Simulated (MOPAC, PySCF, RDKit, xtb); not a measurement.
Complex: SiH4 (SMILES [SiH4]) (first 5 atoms) with CH2O (SMILES C=O); geometry from B3LYP-D3(BJ)/def2-TZVP, rigid monomers moved along the line of their centres of mass till Si1···O7 is 2.84 Å.
(charge 0, multiplicity 1):
```csv
atom,x (Å),y (Å),z (Å)
Si,0.0259,0.2418,0.1765
H,1.2988,-0.0185,0.8878
H,0.3553,0.7076,-1.1936
H,-0.7286,1.3084,0.8687
H,-0.7765,-0.9945,0.0827
C,0.4521,-0.2939,3.5343
O,-0.4754,-0.6040,2.8390
H,0.4465,-0.4696,4.6264
H,1.3594,0.1832,3.1184
```

Monomers are frozen at their geometry in the pair; levels with a basis set take the counterpoise correction. Rows marked so take none.

Rows in 6-31G* carry no dispersion term and start afresh at each structure (6-31G* with six Cartesian d functions). The state that PM3 reach isn't checked.

The values were computed with MOPAC for PM3 (differences of heats of formation); PySCF for 6-31G* rows; RDKit for the force fields; xtb for the GFN methods. 

Task: One of these levels gives -5.5 kJ/mol for the interaction energy. Which one is it?
A. PM3
B. HF/6-31G* (no counterpoise)
C. MMFF94
D. GFN2-xTB

Result: D, GFN2-xTB. The others give 29.7 (MMFF94), 17.8 (PM3), 3.4 (HF/6-31G* (no counterpoise))
